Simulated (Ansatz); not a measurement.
CH₆OSeSi (`OC[SiH2][SeH]`), charge 0, multiplicity 1.

Question: Give a relaxed structure at PBE0-D4/def2-TZVP (Ansatz 0.2.0). (Estimate.)

Answer: Computed: 
```xyz
10

O     0.6921    0.9245    1.4507
C     0.2693   -0.3132    0.9143
Si   -0.8534    0.0083   -0.5665
Se    0.2057    1.0311   -2.3056
H     1.3161    0.7595    2.1613
H    -0.3019   -0.9065    1.6459
H     1.1149   -0.9354    0.5871
H    -1.4032   -1.3015   -1.0067
H    -1.9507    0.9308   -0.1867
H     0.9111   -0.1978   -2.6939
```
This is one stationary point; other conformers may exist.
